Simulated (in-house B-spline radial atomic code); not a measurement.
Inner levels of cadmium as electrons are removed. A shift is the extra binding of the orbital against the neutral atom ([Kr] 4d10 5s2). The density at the nucleus is averaged over the nuclear charge. Computed with a radial B-spline atomic code at the basis-set limit: Dirac-Hartree-Fock, average of the configuration, finite nuclei.

```json
{"ion": "Cd18+", "configuration": "[Ar] 3d10 4s2", "shift of 3d3/2 (eV)": "462.79", "shift of 2p3/2 (eV)": "484.8", "shift of 3s1/2 (eV)": "460.74", "radius of 3d3/2 (bohr)": "0.32465", "radius of 2p3/2 (bohr)": "0.11629", "radius of 3s1/2 (bohr)": "0.35206", "Σ<r²> (bohr²)": "3.8662", "change of density at nucleus (bohr⁻³)": "306.11"}
{"ion": "Cd19+", "configuration": "[Ar] 3d10 4s1", "shift of 3d3/2 (eV)": "500.52", "shift of 2p3/2 (eV)": "525.2", "shift of 3s1/2 (eV)": "497.11", "radius of 3d3/2 (bohr)": "0.32373", "radius of 2p3/2 (bohr)": "0.11626", "radius of 3s1/2 (bohr)": "0.35218", "Σ<r²> (bohr²)": "3.1754", "change of density at nucleus (bohr⁻³)": "-56.581"}
{"ion": "Cd20+", "configuration": "[Ar] 3d10", "shift of 3d3/2 (eV)": "538.94", "shift of 2p3/2 (eV)": "566.45", "shift of 3s1/2 (eV)": "534.11", "radius of 3d3/2 (bohr)": "0.32278", "radius of 2p3/2 (bohr)": "0.11624", "radius of 3s1/2 (bohr)": "0.35186", "Σ<r²> (bohr²)": "2.5126", "change of density at nucleus (bohr⁻³)": "-440.6"}
{"ion": "Cd21+", "configuration": "[Ar] 3d9", "shift of 3d3/2 (eV)": "606.16", "shift of 2p3/2 (eV)": "646.63", "shift of 3s1/2 (eV)": "596.86", "radius of 3d3/2 (bohr)": "0.31792", "radius of 2p3/2 (bohr)": "0.11614", "radius of 3s1/2 (bohr)": "0.34912", "Σ<r²> (bohr²)": "2.3305", "change of density at nucleus (bohr⁻³)": "-367.94"}
{"ion": "Cd22+", "configuration": "[Ar] 3d8", "shift of 3d3/2 (eV)": "675.01", "shift of 2p3/2 (eV)": "729.04", "shift of 3s1/2 (eV)": "660.85", "radius of 3d3/2 (bohr)": "0.31323", "radius of 2p3/2 (bohr)": "0.11603", "radius of 3s1/2 (bohr)": "0.34638", "Σ<r²> (bohr²)": "2.1588", "change of density at nucleus (bohr⁻³)": "-291.96"}
{"ion": "Cd23+", "configuration": "[Ar] 3d7", "shift of 3d3/2 (eV)": "745.46", "shift of 2p3/2 (eV)": "813.66", "shift of 3s1/2 (eV)": "726.09", "radius of 3d3/2 (bohr)": "0.30871", "radius of 2p3/2 (bohr)": "0.11591", "radius of 3s1/2 (bohr)": "0.34366", "Σ<r²> (bohr²)": "1.9966", "change of density at nucleus (bohr⁻³)": "-212.68"}
{"ion": "Cd24+", "configuration": "[Ar] 3d6", "shift of 3d3/2 (eV)": "817.52", "shift of 2p3/2 (eV)": "900.47", "shift of 3s1/2 (eV)": "792.54", "radius of 3d3/2 (bohr)": "0.30434", "radius of 2p3/2 (bohr)": "0.11579", "radius of 3s1/2 (bohr)": "0.34094", "Σ<r²> (bohr²)": "1.8431", "change of density at nucleus (bohr⁻³)": "-130.08"}
{"ion": "Cd25+", "configuration": "[Ar] 3d5", "shift of 3d3/2 (eV)": "891.17", "shift of 2p3/2 (eV)": "989.47", "shift of 3s1/2 (eV)": "860.2", "radius of 3d3/2 (bohr)": "0.30012", "radius of 2p3/2 (bohr)": "0.11565", "radius of 3s1/2 (bohr)": "0.33825", "Σ<r²> (bohr²)": "1.6977", "change of density at nucleus (bohr⁻³)": "-44.157"}
```
